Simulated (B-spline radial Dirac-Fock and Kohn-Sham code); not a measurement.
# Elastic and transport cross sections of boron for electrons

Model: relativistic (Dirac) partial waves in the static field of the Dirac-Fock atom with Furness-McCarthy exchange, without polarisation or absorption potentials. Program: a radial atomic solver. σ_tr1 and σ_tr2 weight the cross section with 1 − P₁ and 1 − P₂ of cos θ; "backward" is the share scattered beyond 90°.

| energy (eV) | σ (a₀²) | σ_tr1 (a₀²) | σ_tr2 (a₀²) | σ/σ_tr1 | backward (%) |
| --- | --- | --- | --- | --- | --- |
| 4950 | 0.396 | 0.00591 | 0.0141 | 67.0 | 0.16 |
| 5000 | 0.392 | 0.00580 | 0.0139 | 67.5 | 0.16 |
| 5690 | 0.346 | 0.00459 | 0.0110 | 75.3 | 0.14 |
| 6710 | 0.295 | 0.00341 | 0.00826 | 86.5 | 0.11 |
| 8000 | ? | ? | ? | ? | ? |
| 9970 | 0.201 | 0.00166 | 0.00410 | 121 | 0.075 |
| 10000 | 0.200 | 0.00165 | 0.00407 | 121 | 0.075 |
| 11300 | 0.178 | 0.00132 | 0.00328 | 135 | 0.065 |
| 13200 | 0.153 | 0.000997 | 0.00249 | 154 | 0.055 |
| 13400 | 0.151 | 0.000971 | 0.00242 | 156 | 0.055 |
| 15100 | 0.135 | 0.000781 | 0.00196 | 173 | 0.048 |
| 18200 | 0.113 | 0.000556 | 0.00140 | 203 | 0.039 |
| 20000 | 0.103 | 0.000469 | 0.00119 | 221 | 0.035 |

**Question.** Fill in the row for 8 keV.

**Answer.** σ = 0.248 a₀², σ_tr1 = 0.00248 a₀², σ_tr2 = 0.00605 a₀², σ/σ_tr1 = 100, backward 0.095 %. The ratio σ/σ_tr1 is roughly the number of elastic collisions that randomise the direction.

Values without a named source are computed, but for edge energies of neutral atoms, which are taken from tables.
